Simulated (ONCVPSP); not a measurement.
# Reading a pseudo-wave (aluminium (Al))

Columns: radius, all-electron u(r) and pseudo u(r) of the 3p shell (level -2.79 eV) of aluminium in the configuration [Ne] 3s2 3p1; LDA (Perdew-Zunger), scalar-relativistic, ONCV scheme, ONCVPSP 4.0.1.

```json
{"r (bohr)": "0.105", "all-electron": "-0.0800", "pseudo": "0.0025"}
{"r (bohr)": "0.210", "all-electron": "-0.1734", "pseudo": "0.0100"}
{"r (bohr)": "0.315", "all-electron": "-0.2157", "pseudo": "0.0226"}
{"r (bohr)": "0.420", "all-electron": "-0.2107", "pseudo": "0.0399"}
{"r (bohr)": "0.525", "all-electron": "-0.1738", "pseudo": "0.0617"}
{"r (bohr)": "0.630", "all-electron": "-0.1183", "pseudo": "0.0876"}
{"r (bohr)": "0.735", "all-electron": "-0.0534", "pseudo": "0.1170"}
{"r (bohr)": "0.840", "all-electron": "0.0147", "pseudo": "0.1494"}
{"r (bohr)": "0.945", "all-electron": "0.0823", "pseudo": "0.1843"}
{"r (bohr)": "1.050", "all-electron": "0.1470", "pseudo": "0.2211"}
{"r (bohr)": "1.155", "all-electron": "0.2074", "pseudo": "0.2587"}
{"r (bohr)": "1.260", "all-electron": "0.2626", "pseudo": "0.2964"}
{"r (bohr)": "1.365", "all-electron": "0.3126", "pseudo": "0.3332"}
{"r (bohr)": "1.470", "all-electron": "0.3571", "pseudo": "0.3684"}
{"r (bohr)": "1.575", "all-electron": "0.3963", "pseudo": "0.4016"}
{"r (bohr)": "1.680", "all-electron": "0.4304", "pseudo": "0.4323"}
{"r (bohr)": "1.785", "all-electron": "0.4596", "pseudo": "0.4600"}
{"r (bohr)": "1.890", "all-electron": "0.4841", "pseudo": "0.4842"}
{"r (bohr)": "1.995", "all-electron": "0.5045", "pseudo": "0.5045"}
{"r (bohr)": "2.100", "all-electron": "0.5208", "pseudo": "0.5208"}
{"r (bohr)": "2.205", "all-electron": "0.5335", "pseudo": "0.5335"}
{"r (bohr)": "2.310", "all-electron": "0.5429", "pseudo": "0.5429"}
{"r (bohr)": "2.415", "all-electron": "0.5494", "pseudo": "0.5494"}
{"r (bohr)": "2.520", "all-electron": "0.5531", "pseudo": "0.5531"}
{"r (bohr)": "2.625", "all-electron": "0.5544", "pseudo": "0.5544"}
{"r (bohr)": "2.730", "all-electron": "0.5536", "pseudo": "0.5536"}
```

How many radial nodes do the two functions have?

The all-electron 3p function has n − l − 1 = 1; the pseudo-wave has 0, since the states of the same l below it are removed with the core.

At about which radius was the pseudo-wave matched?

2.00 bohr. The columns agree to 0.0005 from 1.78 bohr on; several derivatives are matched, so the curves merge somewhat inside the radius.

Is the pseudo-wave norm-conserving?

Yes: the ONCV scheme keeps the norm inside the radius equal to the all-electron one, which fixes the energy derivative of the logarithmic derivative at the level.
